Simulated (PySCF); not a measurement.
## What settings do to a single point of [Sm(H2O)4]3+

The sound run of [Sm(H2O)4]3+ (singlet in the valence; each metal's 4f electrons, 5 of them, lie in its core potential, out of spins and levels) uses PySCF 2.14.0, RKS TPSS, Sm lcecp-1-SVP with ECP51, O def2-SVP, H def2-SVP; non-relativistic Hamiltonian with scalar-relativistic core potentials where named; density fitting; no spin-orbit coupling, grid (50, 194), threshold 1e-8 Eh and 55 cycles, at the relaxed geometry:

```xyz
13

Sm    0.0000    0.0000    0.0000
O     1.3975    1.2997    1.3645
H     1.3303    1.4600    2.3421
H     2.2062    1.8132    1.1036
O    -1.3975   -1.3644    1.2997
H    -2.2062   -1.1036    1.8132
H    -1.3302   -2.3421    1.4600
O     1.3975   -1.2997   -1.3645
H     2.2062   -1.8132   -1.1036
H     1.3303   -1.4600   -2.3421
O    -1.3975    1.3644   -1.2997
H    -1.3302    2.3421   -1.4600
H    -2.2062    1.1036   -1.8132
```

There Sm1 has a Mulliken charge of 1.71 e and the dipole about the centre of mass is 0.00 D. Each run below changes one thing and starts from free metal ions and neutral atoms unless it says otherwise; with 55 cycles, smearing, a level shift and second-order steps follow where DIIS fails, and their cycles count. Energy shifts count from the sound run. On f atoms grids over 110 angular points are at least (60, 302).

```csv
change,outcome,cycles,energy shift (eV),largest force component (eV/Å),charge on Sm1 (e),dipole about the centre of mass (D)
all coordinates × 0.94,converged,9,1.21,3.28,1.60,0.00
threshold 0.001,converged,6,0.0002,0.01,1.70,0.00
```

Q: One further run converged with energy shift (eV) 16.77, largest force component (eV/Å) 30.73, charge on Sm1 (e) 1.59, dipole about the centre of mass (D) 3.84. Which change was it?
A. start from a density of up to 30 smeared cycles (not counted)
B. spin (2S) set to 3, limit 99 cycles
C. H3 put 1.1 Å from Sm1, limit 88 cycles

A: C.

Q: And the other changes listed?

A: 
```
                                                       change    outcome  cycles  energy shift (eV)  largest force component (eV/Å)  charge on Sm1 (e)  dipole about the centre of mass (D)
                          spin (2S) set to 3, limit 99 cycles    refused       –                  –                               –                  –                                    –
start from a density of up to 30 smeared cycles (not counted)  converged       6             0.0000                            0.00               1.71                                 0.00
```

Unsound on purpose, so not properties of the compound: H3 put 1.1 Å from Sm1, limit 88 cycles.

Forces carry noise of the integration grid, about 0.01 to 0.03 eV/Å.

No frequency check is given that shows the relaxed geometry to be a minimum. An lcecp potential fixes the number of 4f electrons, so in runs with it no electron can move into or out of that shell.
